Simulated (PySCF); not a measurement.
GaH2, SMILES [GaH2], multiplicity 2.

Geometry: B3LYP-D3(BJ)/def2-TZVPD. The multiplicity is an assumed one; other spin states were not compared. The isomer is the one that the SMILES or the coordinates give; other isomers of the formula were not compared.

These are TDA-M06-2X/def2-TZVPD (PySCF) values and carry that method's errors.

Vertical excitations. The molecule is in vacuum.

```csv
state,energy (eV),λ (nm),f,main pairs
root 1,1.72,719,0.011,α HOMO→LUMO 99 %
root 2,3.81,326,0.009,β HOMO→LUMO 95 %
root 3,4.46,278,0.000,"α HOMO−1→LUMO 14 %, β HOMO→LUMO+1 84 %"
root 4,4.82,257,0.074,"α HOMO→LUMO+1 78 %, α HOMO→LUMO+2 18 %"
root 5,5.11,243,0.000,"α HOMO−1→LUMO 84 %, β HOMO→LUMO+1 14 %"
root 6,5.35,232,0.025,"α HOMO→LUMO+2 75 %, α HOMO→LUMO+1 20 %"
root 7,5.61,221,0.153,α HOMO→LUMO+3 92 %
root 8,6.33,196,0.000,α HOMO→LUMO+4 96 %
root 9,6.44,192,0.130,α HOMO→LUMO+6 93 %
root 10,6.52,190,0.103,α HOMO→LUMO+5 96 %
```
Unrestricted roots are not spin-pure.
